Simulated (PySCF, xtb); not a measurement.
GeHCl3, SMILES [Cl][GeH]([Cl])[Cl].

Harmonic wavenumbers (cm⁻¹) from xtb with GFN2-xTB at its own minimum, in rising order: 124, 124, 149, 342, 366, 366, 603, 603, 1766.

Question: What does PySCF 2.14.0 with r2SCAN-D4/def2-SVP give at its own minimum? (An estimate is asked for; the answer gives what the named calculation found.)

Answer: 144, 144, 179, 412, 450, 450, 711, 711, 2209. Paired by order, the mean absolute difference is 107 cm⁻¹ and the zero-point energies are 6.3 and 7.7 kcal/mol.
